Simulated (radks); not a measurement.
Values are calculated unless marked as measured or tabulated.
Problem. Sc, configuration [Ar] 3d0.5 4s2 4p0.5 (fractional occupations, a model configuration). Level of theory: scalar-relativistic Kohn-Sham, r2SCAN, spin-polarised, spherical densities, finite nucleus; open shells are filled with parallel spins first; meta-GGA in the generalised Kohn-Sham scheme; Fermi nuclear charge, rms radius 3.5459 fm (a radial shooting solver on a logarithmic mesh with Libxc functionals). Some entries of the table are withheld. Estimate them.

orbital  occ.  eigenvalue (eV)  <r^2> (bohr^2)
1s up       1        -4419.371        0.007181
1s down     1        -4419.366        0.007181
2s up       1        -484.9069          0.1388
2s down     1        -484.7478          0.1388
2p up       3        -396.3729          0.1167
2p down     3        -396.2411          0.1166
3s up       1         -60.2997           1.316
3s down     1         -59.7065           1.316
3p up       3         -37.7668           1.573
3p down     3         -37.1701           1.573
3d up     0.5          -5.4203           3.776
4s up       1              (1)           14.82
4s down     1              (2)           14.76
3d down     0          -4.8177           3.835
4p up     0.5              (3)           23.86
4p down     0              (4)           22.70

Solution. 
(1) 4s up eigenvalue (eV): -5.3532
(2) 4s down eigenvalue (eV): -4.8343
(3) 4p up eigenvalue (eV): -2.1696
(4) 4p down eigenvalue (eV): -1.6647
